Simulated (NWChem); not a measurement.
## Correlation energy of AlCl

```xyz
2

Al     0.0000     0.0000    -1.2166
Cl     0.0000     0.0000     0.9303
```
Charge 0, spin multiplicity 1.

Everything below was run with NWChem. The geometry was optimised at PBE0/def2-SVP, a minimum by its harmonic frequencies.

Basis set: cc-pVTZ. Each correlation energy counts from its own Hartree-Fock reference.

The correlated methods keep 10 core orbitals frozen. The structure started from a generated list of species. Coupled-cluster values serve here as a point of comparison, not as the truth.

### Question
For the correlation energy, SCS-MP2 gives -240.5 mHa and CR-CCSD(T) gives -275.5 mHa. What do CCSD(T), RI-MP2, CCSD+T(CCSD) give?

### Answer
CCSD(T): -277.6 mHa; RI-MP2: -240.8 mHa; CCSD+T(CCSD): -277.8 mHa.
